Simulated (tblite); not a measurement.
Compound: C6H9NO (charge +1 and doublet state).
Bonds: C1–C2 (double), C2–C3, C3–C4, C4–O5 (double), C4–N6, N6–C7, N6–C8. Hydrogens: H9 on C1; H10, H11 on C3; H12, H13, H14 on C7; H15, H16, H17 on C8.

The geometry is computed with GFN2-xTB (gas phase). This method treats the open shell by occupation alone, without spin polarisation.

What internal coordinates does the optimisation give?

```tsv
bond	length (Å)	order
C1=C2	1.208	double
C2–C3	1.432	single
C3–C4	1.549	single
C4=O5	1.200	double
C4–N6	1.365	single
N6–C7	1.433	single
N6–C8	1.430	single
C1–H9	1.054	single
C3–H10, C3–H11	1.093	single
C7–H12, C7–H13, C7–H14	1.094	single
C8–H15, C8–H16, C8–H17	1.093	single
```

Bonds in one row agree within 0.01 Å and their mean is given. Orders are formal, as drawn. A selection of angles:
```tsv
angle	degrees
C1–C2–C3	178.2
C2–C3–C4	106.3
C3–C4–O5	119.9
C3–C4–N6	116.6
O5–C4–N6	123.5
C4–N6–C7	115.7
C4–N6–C8	124.0
C7–N6–C8	118.6
```

Torsions: C2–C3–C4–O5 99° (anticlinal); C3–C4–N6–C7 -163° (antiperiplanar). The mirror-image conformer, all signs reversed, is as good.

The 3 C–N bonds span 1.365 Å (C4–N6, drawn single in a drawing that doesn't fit all lengths) to 1.433 Å (N6–C7, drawn single in a drawing that doesn't fit all lengths), a spread of 0.068 Å. C4 (carbon bonded to C, N and O) is planar (angles 123.5°, 119.9° and 116.6°, sum 360.0°, 0.01 Å off the plane of its three neighbours). The 3 C–C bonds span 1.208 Å (C1=C2, drawn double in a drawing that doesn't fit all lengths) to 1.549 Å (C3–C4, drawn single in a drawing that doesn't fit all lengths), a spread of 0.341 Å. N6 (nitrogen bonded to 3 C) is almost planar (angles 124.0°, 118.6° and 115.7°, sum 358.3°, 0.11 Å off the plane of its three neighbours). Of the pairs four or more bonds apart, O5···H12 is among the closest relative to their van der Waals radii: 2.26 Å, 83 % of the sum of Bondi's values.

Point group: C1 (no symmetry element, even within 0.4 Å). Its GFN2-xTB frequencies are all real (lowest 68 cm⁻¹). 3 starts were optimised and ended at 0.00, 0.87 and 1.35 kcal/mol (GFN2-xTB); the lowest of these is shown.

The run took 1.1 s of wall time on one thread of an Arm Neoverse V2 (shared host). This is the geometry optimisation.
